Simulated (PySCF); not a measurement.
NMR data simulated for an unnamed compound:

1H NMR (300 MHz, computed): δ 7.15 (m, 1H), 6.64 (d, 1H), 5.78 (m, 1H), 5.73 (m, 1H), 4.60 (s, 2H), 2.25 (s, 3H).

13C{1H} NMR (computed): δ 151.7 (CH), 138.5 (CH), 136.8 (C), 130.7 (CH2), 123.6 (C), 18.7 (CH3).

No relativistic terms, no solvent model, one averaged value for each set of equivalent atoms, a single conformation. Shieldings: GIAO PBE0/pcSseg-1; geometry from GFN2-xTB; PySCF 2.14.0 with density-fitted response routines.

Scale: 1H (σref 31.72) and 13C (σref 186.93) vs TMS (reference shieldings calculated alike).

Which of these does the molecule contain: an S-methyl group, a vinyl group CH=CH2, an N-methyl group, a non-aromatic C=C double bond, a (CH3)2CH unit, a nitrile?

## Answers


- An S-methyl group: no.
- A vinyl group CH=CH2: yes (δC 130.7, 138.5; δH 5.78 (m), 5.73 (m), 7.15 (m)).
- An N-methyl group: no.
- A non-aromatic C=C double bond: yes.
- A (CH3)2CH unit: no.
- A nitrile: yes (δC 123.6).

The data belong to SMILES C=C/C=C(\C)[SiH2]C#N, C6H9NSi; they needn't prove each group on their own.

Carbon signals by region: 5 in the sp2 and nitrile region (100–160 ppm), 1 below 50 ppm.

Shifts are as computed. Against solution values, carbons near 30 ppm lie about +3 ppm off and those near 130 ppm about +5 ppm. Of 1211 compounds with measured shifts, 218 miss one by over three times the rms of a fit or turn the order of signals round; such compounds aren't used in these exercises. Multiplicities follow the n + 1 count of equivalent neighbours, as no J values were calculated; m marks all less simple cases, F and P coupling included.
